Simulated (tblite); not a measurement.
C2H7GeN.
Z-matrix (Å and degrees, GFN2-xTB geometry), rows numbered from 1:
```
C 
Ge  1  1.9700
C   2  1.9862  1  112.09
N   3  1.2526  2  128.71  1   122.43
H   1  1.0869  2  110.81  3   -60.51
H   1  1.0864  2  110.55  3   179.35
H   1  1.0873  2  110.54  3    59.50
H   2  1.5083  1  109.48  3  -121.52
H   2  1.5115  1  110.98  3   121.42
H   3  1.0900  2  116.15  1   -57.17
H   4  1.0218  3  114.79  2     0.34
```

Computed values, GFN2-xTB/tblite, gas phase, harmonic and unscaled. This tight-binding method is rough: wavenumbers can miss measured ones by several per cent, in bad cases by 10 to 20. Modes of hydrogen on germanium can be 10 to 20 % off. One conformer, not necessarily the lowest.

Harmonic wavenumbers (cm⁻¹): 54.7, 120.2, 130.9, 256.3, 382.9, 509.8, 553.9, 587.1, 645.5, 681.7, 797.7, 821.7, 836.7, 1098.8, 1157.1, 1323.8, 1343.3, 1456.3, 1457.8, 1698.1, 1902.8, 1973.9, 2936.5, 3012.2, 3017.7, 3021.4, 3267.1.

A = 10964, B = 2661, C = 2349 MHz; mass 118.979 u (most abundant isotopes); point group C1, symmetry number 1.

Problem. Zero-point energy?

Solution. Half the sum of the wavenumbers: 17523 cm⁻¹ = 209.62 kJ/mol.

Problem. Give the ideal-gas entropy at 500 K and 1 bar in the rigid-rotor, harmonic-oscillator model (classical rotation).

Solution. Translation 179.20, rotation 115.04, vibration 115.93: S = 410.2 J/(mol K).

Problem. And Cp and H(500 K) − H(0)?

Solution. Cp = 143.65 J/(mol K), of which vibrations give 110.39 (their classical limit is 27 R = 224.5); H(500 K) − H(0) = 46.10 kJ/mol without the zero-point energy, 29.47 from vibrations.

Problem. How do the functions run with temperature in this model?

Solution. 
```
T (K)  S (J/(mol K))  Cp (J/(mol K))  H − H(0) (kJ/mol)  G − H(0) (kJ/mol)  ln q(vib)
  100          261.5            58.7               4.57             -21.58       1.00
  200          309.0            81.9              11.56             -50.24       2.49
  300          346.8           105.6              20.96             -83.07       3.96
  800          486.5           180.9              95.25            -293.93      10.92
 1000          528.7           197.7             133.20            -395.55      13.41
```

q(vib) and H(0) count from the zero-point level.

Problem. Which modes carry the vibrational entropy at 500 K?

Solution. 54.7 cm⁻¹: 23.70; 120.2 cm⁻¹: 17.18; 130.9 cm⁻¹: 16.48; 256.3 cm⁻¹: 11.03; 382.9 cm⁻¹: 7.92; 509.8 cm⁻¹: 5.84 J/(mol K); the other 21 give 33.78 together.

Hindered rotation and anharmonicity are outside this model. Other conformers, if any are populated, would add a mixing term that is left out. The structure is chiral; the term R ln 2 for an equal mix with its mirror image is left out.
